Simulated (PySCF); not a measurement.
# SMILES C([PH2+]C#CC)(C)(C)C, [C7H14P]+, charge +1

Geometry:
```
atom   x (Å)   y (Å)   z (Å)
  C1   4.050   0.478   0.431
  C2   2.767  -0.048   0.101
  C3   1.681  -0.504  -0.184
  P4   0.128  -1.132  -0.589
  C5  -1.292  -0.051  -0.109
  C6  -1.251   0.125   1.408
  C7  -2.563  -0.774  -0.555
  C8  -1.117   1.281  -0.837
  H9   4.667   0.538  -0.465
 H10   4.541  -0.170   1.156
 H11   3.947   1.475   0.860
 H12   0.001  -2.373  -0.004
 H13   0.097  -1.365  -1.947
 H14  -1.349  -0.832   1.920
 H15  -0.321   0.597   1.725
 H16  -2.076   0.759   1.724
 H17  -2.573  -0.933  -1.632
 H18  -3.432  -0.172  -0.299
 H19  -2.668  -1.738  -0.056
 H20  -1.116   1.143  -1.919
 H21  -1.941   1.945  -0.586
 H22  -0.189   1.770  -0.545
```

Total charge +1.

Computed, not measured: GIAO CAM-B3LYP/3-21G magnetisability, rotational g tensor and spin-rotation constants, non-relativistic, gas phase (PySCF 2.14.0). Geometry: GFN2-xTB.

For an ion the centre-of-mass motion in the field is neglected.

What are the magnetisability and the molar susceptibility?

Isotropic -1685 × 10⁻³⁰ J/T², or -101.5 × 10⁻⁶ cm³/mol; principal values -1780, -1655, -1621 × 10⁻³⁰ J/T², anisotropy 145 × 10⁻³⁰ J/T² (root of half the summed squared differences of the principal values). The susceptibility is in cgs units.

Split it along the inertial axes a, b, c into diamagnetic and paramagnetic parts about the centre of mass, with the quadrupole moment.


| axis | χ (10⁻⁶ cm³/mol) | diamagnetic (10⁻⁶ cm³/mol) | paramagnetic (10⁻⁶ cm³/mol) | summed x² of all electrons (Å²) | quadrupole Θ (D Å) |
| --- | --- | --- | --- | --- | --- |
| a | -105.7 | -515.4 | 409.7 | 329.2 | +23.22 |
| b | -99.1 | -1616.4 | 1517.3 | 69.7 | -7.88 |
| c | -99.6 | -1692.4 | 1592.8 | 51.8 | -15.34 |

Anisotropies 2χaa − χbb − χcc = -12.5 and 2χbb − χaa − χcc = +7.1 × 10⁻⁶ cm³/mol. Θ is traceless in Buckingham's convention.

And the rotational g tensor?


| axis | rotational constant (GHz) | g | nuclear part | electronic part |
| --- | --- | --- | --- | --- |
| a | 3.2405 | +0.0248 | 0.6485 | -0.6237 |
| b | 0.8286 | +0.0109 | 0.6016 | -0.5907 |
| c | 0.7827 | +0.0121 | 0.5978 | -0.5857 |

Asymmetric top; isotopes 12C, 1H, 31P; no vibrational averaging.
